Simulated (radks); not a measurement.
Values are calculated unless marked as measured or tabulated.
Question: Coherent X-ray form factor from a spherical all-electron density. Level of theory: scalar-relativistic Kohn-Sham, LDA (Slater exchange, VWN5 correlation), spin-polarised, spherical densities, finite nucleus; Fermi nuclear charge, rms radius of each element as measured or else 0.836 A^(1/3) + 0.57 fm (a radial shooting solver on a logarithmic mesh with Libxc functionals).

sin(theta)/lambda (1/angstrom)  f0 (electrons)
0.05                                    42.899
0.1                                     42.600
0.15                                    42.108
0.2                                     41.436
0.25                                    40.600
0.3                                     39.618
0.4                                     37.303
0.5                                     34.677
0.6                                     31.928
0.8                                     26.677
1                                       22.380
1.25                                    18.582
1.5                                     16.043
2                                       12.409

The species is in the configuration that NIST lists as its ground one. Which atom or ion scatters so?

Answer: The holmium ion Ho24+, [Kr] 4d7. Extrapolating in s^2 from the first two rows gives f0(0) = 43.0, near the electron count 43; among species with that count, the fall with angle is slower the higher Z, and the table is that of Z = 67; from so few rows the species is fixed only to a neighbour or two.
